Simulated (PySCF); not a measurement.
**C₆ coefficients of unlike pairs at PW91**

Calculated with PySCF 2.14 from the dipole response of each species, C₆(A,B) = (3/π) ∫ α_A(iu) α_B(iu) du, in atomic units, from isotropic polarisabilities. For ions this is the dispersion term alone; charge-induced terms of lower order in 1/R come first.

```tsv
species	configuration	basis	relativity	α (bohr³)	C₆ (like pair)
Cl(2+)	[Ne] 3s2 3p3 (4S)	aug-cc-pwCVDZ (6s5p3d)	none	5.884	21.11
Ru(2+)	[Kr] 4d6 (5D)	aug-cc-pVTZ-PP with one added diffuse shell each of s, p, d, f, g type with ECP28MDF (7s7p6d4f3g)	core potential	8.615	46.24
P+	[Ne] 3s2 3p2 (3P)	aug-cc-pV(T+d)Z with one added diffuse shell each of s, p, d, f type (7s6p5d3f)	none	14.41	74.36
Lu(3+)	[Xe] 4f14 (1S)	x2c-TZVPPall with one added diffuse shell each of s, p, d type (12s8p8d2f2g)	spin-free X2C	4.437	21.43
```

Q: Estimate C₆ for Ru(2+) with Cl(2+).

A: The integral gives 31.09. The combination rule 2 C_A C_B / (C_A α_B/α_A + C_B α_A/α_B) gives 31.24 and the geometric mean 31.25.

No spin-orbit coupling is included.

The other pairs:

| pair | C₆ |
| --- | --- |
| Lu(3+), P+ | 34.10 |
| Lu(3+), Cl(2+) | 20.13 |
| Lu(3+), Ru(2+) | 30.56 |
| P+, Cl(2+) | 38.35 |
| P+, Ru(2+) | 55.68 |
